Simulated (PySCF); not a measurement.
**Static response to an electric field**

Compound: C₃H₈S₃Si.
Geometry (PBE0-D3(BJ)/def2-SVP, Å), atoms numbered from 1 in this order:
```
atom  x, y, z in Å
C1    -2.421   -0.416   -0.727
S2    -1.810   -0.557    0.966
C3    -0.068   -0.115    0.770
C4     0.708   -1.073   -0.116
S5     2.479   -0.628   -0.205
Si6    2.124    1.469   -0.511
S7     0.092    1.629    0.173
H8    -2.108    0.544   -1.165
H9    -3.518   -0.436   -0.659
H10   -2.093   -1.248   -1.365
H11    0.330   -0.155    1.796
H12    0.663   -2.085    0.312
H13    0.281   -1.104   -1.130
H14    2.221    1.922   -1.931
H15    3.111    2.247    0.292
```

Level: B3LYP/def2-SVPD (PySCF), static field, nuclei fixed, core orbitals frozen in the response. The polarisability tensor in these axes (au):

```
x   148.97  11.49  -6.84
y    11.49 121.28  -5.00
z    -6.84  -5.00 103.22
```

Task: What are the eigenvalues, a third of the trace, and Δα (Δα² = ½Σ(αi − αj)² over the three pairs)?

Result: Principal values 101.57, 117.49 and 154.41 au; mean 124.49 au = 18.45 Å³ = 20.53 × 10⁻⁴⁰ C²·m²/J; Δα = 46.95 au (38 % of the mean).

Task: What is the dipole moment, and where does it point?

Result: (-0.56, -0.61, -1.17) D, 1.44 D in size, pointing from the negative to the positive side. Measured along this direction, the outermost atoms are H15 at the negative end and H10 at the positive end.

Task: Refractivity n − 1 of an ideal gas of it at 273.15 K and 1 atm, from the electronic α?

Result: N = p/kT = 2.6868 × 10¹⁹ cm⁻³, so n − 1 = 2π × N × 18.45 × 10⁻²⁴ cm³ = 3114 × 10⁻⁶ at long wavelengths, for an ideal gas.

Task: Find the Langevin capture rate constant for H3O+ (19.018 u) meeting this molecule (167.956 u), k = 2.342 × 10⁻⁹ cm³/s × √(α in Å³ / reduced mass in u).

Result: The reduced mass is 17.08 u, so k = 2.43 × 10⁻⁹ cm³/s. The formula leaves out the permanent dipole, which adds to the capture rate.

Task: How large is μ²/3kT at 400 K beside α?

Result: In Gaussian units μ²/3kT = 12.43 Å³ against 18.45 Å³, a ratio of 0.67; the Debye molar polarisation (4π/3)N_A(α + μ²/3kT) is 77.9 cm³/mol, leaving out the vibrational part.

Task: In TDDFT the mean static polarisability is Σ f/ω² over all singlet excitations (ω in hartree). How much of it do the 10 lowest give? Their energies (eV) and oscillator strengths: 4.88, 0.0109; 4.98, 0.0056; 5.07, 0.0002; 5.27, 0.0110; 5.36, 0.0099; 5.41, 0.0085; 5.76, 0.0198; 6.04, 0.0047; 6.27, 0.0193; 6.32, 0.0034.

Result: They add up to 2.24 au, 1.8 % of the 124.49 au; the largest single term is 0.44 au, from the state at 5.76 eV. Terms in order: 0.34, 0.17, 0.01, 0.29, 0.26, 0.21, 0.44, 0.10, 0.36, 0.06 au. Higher excitations give the rest. The strengths listed sum to 0.093.

Task: Rayleigh depolarisation ratio (linearly polarised light, static tensor)?

Result: ρ = 3Δα²/(45ᾱ² + 4Δα²) = 6613.8/(697419 + 8818.4) = 0.00936.

Isolated species at its PBE0-D3(BJ)/def2-SVP geometry (one conformer only).
